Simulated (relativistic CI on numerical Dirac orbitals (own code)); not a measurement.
**Ligand-field terms of d6**

Computed with a parametric ligand-field model of a d^n configuration (Racah B and C, spin-orbit zeta, crystal field), exact diagonalisation.

Field parameters in Wybourne normalisation: D3d B²₀ = −7Dσ, B⁴₀ = −14Dq − 21Dτ, B⁴₃ = −14√(10/7) Dq; D4h B²₀ = −7Ds, B⁴₀ = 21(Dq − Dt), B⁴₄ = 21√(5/14) Dq; Td as Oh with Dq negative (B⁴₀ = 21Dq, B⁴₄ = √(5/14) B⁴₀). The field is a parameter set, without covalency.

(1) Ground term and bands for B = 850, C = 4120, ζ = 0 cm⁻¹, D4h, 10Dq = 22900, Ds = -1500, Dt = -200 cm⁻¹?

(2) Ground term and bands for B = 630, C = 2940, ζ = 0 cm⁻¹, Td, 10Dq = -9750 cm⁻¹?

(3) Ground term and bands for B = 360, C = 1470, ζ = 0 cm⁻¹, D4h, 10Dq = 26500, Ds = 1350, Dt = 960 cm⁻¹?

(4) Ground term and bands for B = 560, C = 2220, ζ = 0 cm⁻¹, D4h, 10Dq = 22100, Ds = -1500, Dt = 830 cm⁻¹?

(5) Ground term and bands for B = 620, C = 2360, ζ = 0 cm⁻¹, D3d, 10Dq = 22550, Dσ = 1200, Dτ = -90 cm⁻¹?

## Answers

(1) Ground term 1A1 with 0.06 electrons in the two orbitals of the cubic e set. Spin-allowed: 1A2 20410 cm⁻¹ (490 nm), 1E 21140 cm⁻¹ (473 nm), 1E 30694 cm⁻¹ (326 nm), 1B2 36285 cm⁻¹ (276 nm). Lowest spin-forbidden: 5B2 11039 cm⁻¹ (906 nm), 3E 11268 cm⁻¹ (887 nm), 3A2 11457 cm⁻¹ (873 nm).

(2) Ground term 5E with 3.00 electrons in the two orbitals of the cubic e set. Spin-allowed: 5T2 9750 cm⁻¹ (1026 nm). Lowest spin-forbidden: 3T1 7205 cm⁻¹ (1388 nm), 3E 14862 cm⁻¹ (673 nm), 1T2 15007 cm⁻¹ (666 nm).

(3) Ground term 1A1 with 0.02 electrons in the two orbitals of the cubic e set. Spin-allowed: 1E 15416 cm⁻¹ (649 nm), 1B2 20499 cm⁻¹ (488 nm), 1A2 25366 cm⁻¹ (394 nm), 1E 28806 cm⁻¹ (347 nm). Lowest spin-forbidden: 3E 11920 cm⁻¹ (839 nm), 3B2 14802 cm⁻¹ (676 nm), 3A2 22288 cm⁻¹ (449 nm).

(4) Ground term 1A1 with 0.04 electrons in the two orbitals of the cubic e set. Spin-allowed: 1E 13362 cm⁻¹ (748 nm), 1E 20298 cm⁻¹ (493 nm), 1A2 20626 cm⁻¹ (485 nm), 1B2 25704 cm⁻¹ (389 nm). Lowest spin-forbidden: 3E 8519 cm⁻¹ (1174 nm), 5B2 9422 cm⁻¹ (1061 nm), 3E 11758 cm⁻¹ (851 nm).

(5) Ground term 1A1 with 0.04 electrons in the two orbitals of the cubic e set. Spin-allowed: 1A2 19984 cm⁻¹ (500 nm), 1E 21023 cm⁻¹ (476 nm), 1E 29065 cm⁻¹ (344 nm), 1A1 29407 cm⁻¹ (340 nm). Lowest spin-forbidden: 3A2 14911 cm⁻¹ (671 nm), 3E 15876 cm⁻¹ (630 nm), 3A1 19632 cm⁻¹ (509 nm).
